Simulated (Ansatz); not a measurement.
Computed with Ansatz on PBE0-D4/def2-TZVP structures; ΔE is electronic, products minus reactants. CCSD(T)/CBS adds triple-zeta CCSD(T) − MP2 to the extrapolated MP2 energy (def2 sets, frozen cores). This one scheme is used for every species. Elements past krypton have def2 core potentials. For In outer-core shells are correlated without core-valence functions, which leaves a few kJ/mol of doubt a bond. Each species was taken in one conformer, which may not be the lowest.

Reaction (hydrogenolysis of a C–F bond): `[OH][In]([F])[CH2]F` + H₂ → `[CH3][In]([OH])[F]` + H–F

| level | ΔE (kJ/mol) |
| --- | --- |
| HF/def2-QZVPP | -143.3 |
| SCS-MP2/def2-QZVPP | -148.9 |
| MP2/CBS(def2) | -157.6 |
| CCSD/CBS(def2) | -150.9 |

Q: What does CCSD(T)/CBS give? (Estimate.)

A: Computed: -148.5 kJ/mol. The listed levels differ from it by 5.2, -0.4, -9.1, -2.4 kJ/mol.

Largest T1 diagnostic among the species: 0.016.

From PBE to PBE0 (25 % exact exchange), in def2-TZVPP and without D4, ΔE moves by −11.3 kJ/mol.
